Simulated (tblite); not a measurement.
C4H5, doublet, geometry from GFN2-xTB; IPEA1-xTB run with tblite.

Input for tblite:
```
$ tblite run mol.xyz --method ipea1 --charge 0 --spin 1 --json tblite.json --no-restart

# file mol.xyz
9

C     -0.02205061    -0.68473402     0.84115130
C     -0.00826608     0.63490979     0.88350398
C      0.00201276    -0.84177276    -0.65304234
C      0.01874293     0.70825289    -0.63453241
H     -0.01290424     1.39550575     1.63691836
H     -0.88690102    -1.29361008    -1.08611356
H      0.89519009    -1.31321238    -1.05535354
H      0.92842902     1.14581919    -1.04347686
H     -0.86644785     1.16556213    -1.07445758
```

Predict the main parts of the log of this tblite run.


```
xTB calculator
 | screened Coulomb repulsion
 | Coulomb electrostatics
 |  * isotropic Klopman-Ohno-Mataga-Nishimoto electrostatics
 |  * onsite third-order electrostatics
 | DFT-D3(BJ) dispersion correction

halogen bonding energy    0.0000000000000E+00 Eh
repulsion energy          2.5086890319937E-01 Eh
dispersion energy        -2.3404759537776E-03 Eh
number of electrons       2.1000000000000E+01 e
integral cutoff           4.0000000000000E+01 bohr

------------------------------------------------------------
  cycle        total energy    energy error   density error
------------------------------------------------------------
      1     -12.25339436946  -1.2501923E+01   5.2193165E-01
      2     -12.25457230226  -1.1779328E-03   3.1438479E-01
      3     -12.14332817267   1.1124413E-01   1.5257937E-01
      4     -12.25833900656  -1.1501083E-01   1.6463259E-02
      5     -12.25956489291  -1.2258863E-03   3.1209577E-03
      6     -12.25960561279  -4.0719885E-05   7.9470938E-04
      7     -12.25960728808  -1.6752868E-06   3.8202289E-04
      8     -12.25960763159  -3.4350617E-07   9.5331808E-05
      9     -12.25960765140  -1.9808448E-08   5.2107709E-06
------------------------------------------------------------

electronic energy        -1.2508136078642E+01 Eh
total energy             -1.2259607651396E+01 Eh

Post processing:
 | Mayer-Wiberg bond orders

[Info] JSON dump of results written to 'tblite.json'
```
